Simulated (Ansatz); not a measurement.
A nudged elastic band was laid between two geometries of C2H5FSSi (10 atoms, charge 0, multiplicity 1).

These are results of Ansatz, RKS PBE-D4/6-31G, not measurements.

```json
{
 "movable images": "5",
 "climbing image": "yes",
 "spring": "50.0 eV/Å²",
 "optimiser": "quadratic models (default)",
 "start path": "IDPP",
 "force threshold": "0.05 eV/Å",
 "iteration limit": "39",
 "end points": "relaxed"
}
```

Image 0:

```xyz
10
Properties=species:S:1:pos:R:3
F -1.019 -0.888 1.719
Si 0.190 -1.587 0.677
S 2.099 -0.621 1.569
C -0.597 -0.107 -1.415
C -0.297 1.007 -0.698
H 1.527 0.306 2.436
H -1.596 -0.556 -1.386
H 0.104 -0.533 -2.140
H -1.013 1.444 0.004
H 0.686 1.484 -0.764
```

Image 6:

```xyz
10
Properties=species:S:1:pos:R:3
F -1.406 -0.929 1.429
Si 0.177 -1.393 0.874
S 1.376 0.074 2.226
C -0.570 -0.133 -1.416
C -0.314 1.016 -0.738
H 2.624 -0.484 1.970
H -1.529 -0.651 -1.314
H 0.128 -0.537 -2.156
H -1.028 1.418 -0.013
H 0.623 1.566 -0.859
```

(1) What changes between the two ends?

(2) What energy profile does the band end with?

(3) What is the geometry of the highest image?

Results:

(1) No bond is made or broken. The dihedral F1–Si2–S3–H6 goes from -9 to 169°.

(2) The run converged. The highest image is number 3 of 0 to 6, 0.271 eV above the first end and 0.252 eV above the last; the last end lies 0.019 eV above the first. Another band between the same ends (5 images) ends at a top of the same energy, where a vibrational analysis finds 1 clearly imaginary mode. Limits of this set-up: no polarisation functions.

```tsv
image	path coordinate (Å)	energy (eV)	dihedral F1–Si2–S3–H6 (°)
0	0.00	0.000	-9
1	0.63	0.030	-28
2	1.26	0.154	-63
3	1.90	0.271	-107
4	2.55	0.161	-148
5	3.20	0.052	-176
6	3.85	0.019	169
```

(3) 
```xyz
10
Properties=species:S:1:pos:R:3
F -1.492 -1.330 1.323
Si 0.093 -1.574 0.641
S 1.457 -0.381 2.186
C -0.375 -0.168 -1.292
C -0.192 0.952 -0.524
H 1.800 0.750 1.459
H -1.367 -0.623 -1.394
H 0.384 -0.506 -2.004
H -0.983 1.332 0.129
H 0.757 1.497 -0.522
```

Run time: 11 min on 1 CPU thread of a shared host.
